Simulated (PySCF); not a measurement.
## TeP⁺ at M06-2X

Level: M06-2X. basis Te def2-SVP with ECP28, P def2-SVP; scalar-relativistic core potentials; PySCF 2.14.

```json
{
 "state": "¹Σ⁺ (singlet), closed shell",
 "bond length": "2.152 Å",
 "harmonic wavenumber": "587 cm⁻¹",
 "force constant": "5.08 mdyn/Å",
 "rotational constant Be": "0.1455 cm⁻¹",
 "anharmonicity ωexe": "1.27 cm⁻¹",
 "vibration–rotation constant αe": "0.000441 cm⁻¹",
 "well depth De to Te⁺ + P": "3.09 eV",
 "dissociation energy D0": "3.05 eV",
 "HOMO–LUMO gap": "6.66 eV",
 "bond order (Mayer)": "2.86",
 "dipole moment (positive dipole points towards P; it is taken about the centre of mass and depends on that origin)": "1.82 D"
}
```

These are scalar-relativistic numbers at best; spin–orbit coupling would shift them, the dissociation energy most. For an ion De counts to the pair picked by the measured ionisation energies or electron affinities, which need not be the lowest pair at this level.
